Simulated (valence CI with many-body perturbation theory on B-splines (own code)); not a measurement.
E1 line list for Rb VI

Level of theory: relativistic CI+MBPT: four valence electrons over a frozen Dirac-Fock core [Ar] 3d10, a basis of 11 s, 11 p, 10 d, 8 f, 5 g, 2 h functions for each j, with the one-electron correlation potential Σ1 (screened to all orders), the two-electron term Σ2, the three-electron term Σ3, Breit, model QED; selected single and double excitations, second order for the rest, scaled by the run's own slope (own B-spline code, finite nucleus).

Set against measurement, 13 paired levels are off by 121 cm⁻¹ on average, the worst by 245. These come from a selection out of Sansonetti, J. Phys. Chem. Ref. Data 35, 301 (2006). Levels without a partner in it may be off by more. Among the levels kept, up to 1100 cm⁻¹ of a level comes from second order outside the variational space, and about a tenth of that is noise between levels of different J, which matters for small intervals.

Lines 1 to 50 of 581 in falling wavelength, among levels below 503880 cm⁻¹, chosen from the strongest by gf and those to the six lowest levels. Wavelengths and rates use the calculated energies, so an error of 100 cm⁻¹ moves a line at 7760 Å by 0.78 % and its rate by three times that or more. Electric multipoles are in the length gauge, E1 and E2 with the static RPA response of the core. Weak lines are less certain than strong ones. Lines between different terms over intervals too small for the method are left out, as are lines whose strength nearly cancels. Where a level lies close to another of its J and parity, the split of strength between their lines is uncertain. The highest levels of a list are the least certain.

Names give the largest LS component (configuration and term), which can be under half, so a name can repeat, a term be missing and a line seem to break the LS rules; names also repeat where a configuration has a term twice. Letters in brackets count levels of one name in rising energy.

```tsv
λ vac (Å)	Upper	Lower	A (s⁻¹)	S (a.u.) with core polarisation	S without
7760	4s2 4p 5d 3F°_2	4s2 4p 4f 3G_3	3.67e+06	4.23e+00	4.21e+00
5816	4s2 4p 5d 3F°_3	4s2 4p 4f 1G_4	9.42e+06	6.41e+00	6.38e+00
5555	4s2 4p 5d 3F°_4	4s2 4p 4f 3G_5	2.18e+07	1.66e+01	1.65e+01
4850	4s2 4p 6p 1P_1 [b]	4s2 4p 6s 1P°_1	9.31e+07	1.57e+01	1.58e+01
4651	4s2 4p 6p 1P_1 [b]	4s2 4p 6s 3P°_2	1.71e+07	2.55e+00	2.55e+00
4616	4s2 4p 6p 1P_1 [a]	4s2 4p 6s 3P°_1	1.21e+08	1.77e+01	1.77e+01
4422	4s 4p2 5s 3S_1	4s2 4p 6s 3P°_2	8.52e+07	1.09e+01	1.10e+01
4378	4s2 4p 5d 1D°_2	4s2 4p 4f 3G_3	1.64e+07	3.40e+00	3.39e+00
4299	4s2 4p 6p 3P_2	4s2 4p 6s 3P°_2	1.42e+08	2.78e+01	2.79e+01
4130	4s2 4p 6p 3P_0	4s2 4p 6s 3P°_1	1.69e+08	5.87e+00	5.88e+00
4116	4s2 4p 6p 3D_1	4s2 4p 6s 3P°_0	1.77e+08	1.82e+01	1.83e+01
4078	4s2 4p 6p 3D_3	4s2 4p 6s 3P°_2	1.98e+08	4.63e+01	4.64e+01
4044	4s2 4p 5d 1F°_3	4s2 4p 4f 3G_4	3.79e+07	8.65e+00	8.62e+00
3981	4s2 4p 6p 1D_2	4s2 4p 6s 1P°_1	1.62e+08	2.52e+01	2.53e+01
3970	4s2 4p 6p 3D_2	4s2 4p 6s 3P°_1	2.07e+08	3.19e+01	3.20e+01
3824	4s 4p2 4d 1F_3 [b]	4s2 4p 5d 1D°_2	1.16e+07	2.25e+00	2.25e+00
3628	4s2 4p 6p 1S_0 [a]	4s2 4p 6s 1P°_1	1.01e+08	2.37e+00	2.38e+00
3610	4s2 4d2 3P_2	4s2 4p 6s 3P°_2	1.78e+07	2.07e+00	2.07e+00
3559	4s2 4p 6p 3S_1	4s2 4p 6s 3P°_2	8.21e+07	5.48e+00	5.50e+00
3527	4s2 4d2 1D_2	4s2 4p 6s 1P°_1	4.60e+07	4.98e+00	5.00e+00
3220	4s2 4p 5d 1F°_3	4s2 4p 4f 1G_4	4.28e+07	4.94e+00	4.92e+00
3199	4s2 4p 6p 1S_0 [b]	4s2 4p 6s 1P°_1	2.09e+08	3.37e+00	3.39e+00
3016	4s2 4p 5d 3P°_2	4s2 4p 4f 1F_3	2.67e+07	1.81e+00	1.80e+00
2834	4s2 4p 5d 1P°_1	4s2 4p 4f 1D_2	1.25e+08	4.20e+00	4.18e+00
2753	4s2 4p 5d 3P°_1	4s2 4p 4f 3D_2	7.71e+07	2.38e+00	2.37e+00
2639	4s2 4p 5d 3F°_3	4s2 4p 4f 3F_4	4.11e+07	2.61e+00	2.59e+00
2570	4s2 4p 5d 3D°_2	4s2 4p 4f 3F_3	6.66e+07	2.79e+00	2.78e+00
2554	4s2 4p 6p 1P_1 [b]	4s2 4p 5d 1P°_1	6.79e+07	1.68e+00	1.67e+00
2424	4s2 4p 5d 3D°_1	4s2 4p 4f 3F_2	1.79e+08	3.78e+00	3.76e+00
2396	4s2 4p 5d 3P°_2	4s 4p2 4d 3D_3 [b]	5.68e+07	1.93e+00	1.92e+00
2361	4s 4p2 5p 5P°_3	4s 4p2 5s 3P_2	5.70e+07	2.59e+00	2.62e+00
2313	4s2 4d2 3F_4	4s2 4p 5d 3D°_3	4.74e+07	2.60e+00	2.61e+00
2291	4s2 4p 6p 1D_2	4s2 4p 5d 1P°_1	4.80e+07	1.42e+00	1.42e+00
2274	4s 4p2 5s 3S_1	4s2 4p 5d 3P°_0	7.86e+07	1.37e+00	1.36e+00
2235	4s2 4p 6p 1P_1 [a]	4s2 4p 5d 3D°_1	1.33e+08	2.20e+00	2.20e+00
2233	4s 4p2 5s 3S_1	4s2 4p 5d 3P°_1	1.57e+08	2.59e+00	2.58e+00
2201	4s2 4p 6p 3P_2	4s2 4p 5d 3P°_1	5.44e+07	1.43e+00	1.43e+00
2201	4s 4p2 5s 3S_1	4s2 4p 5d 3P°_2	1.65e+08	2.61e+00	2.60e+00
2190	4s2 4p 6p 1D_2	4s2 4p 5d 1F°_3	5.53e+08	1.43e+01	1.43e+01
2181	4s 4p2 5p 3D°_1	4s 4p2 5s 3P_1	1.70e+08	2.61e+00	2.63e+00
2170	4s2 4p 6p 3P_2	4s2 4p 5d 3P°_2	1.78e+08	4.50e+00	4.49e+00
2170	4s2 4p 6p 1S_0 [a]	4s2 4p 5d 1P°_1	3.73e+08	1.88e+00	1.87e+00
2166	4s2 4p 5p 3P_1	4s2 4p 5s 1P°_1	2.02e+08	3.04e+00	3.07e+00
2162	4s2 4d2 1G_4	4s2 4p 5d 1F°_3	2.95e+08	1.32e+01	1.33e+01
2153	4s2 4p 5p 3D_1 [a]	4s2 4p 5s 3P°_1	2.60e+08	3.84e+00	3.87e+00
2150	4s2 4p 5d 3D°_3	4s2 4p 4f 3F_4	1.08e+08	3.72e+00	3.70e+00
2134	4s2 4p 5d 1D°_2	4s2 4p 4f 3F_3	7.51e+07	1.80e+00	1.79e+00
2122	4s 4p2 5p 5D°_3	4s 4p2 5s 5P_3	6.82e+07	2.25e+00	2.28e+00
2121	4s 4p2 5p 5D°_1 [b]	4s 4p2 5s 5P_2	1.25e+08	1.77e+00	1.80e+00
2114	4s2 4p 6p 3P_0	4s2 4p 5d 3D°_1	8.23e+08	3.84e+00	3.83e+00
```
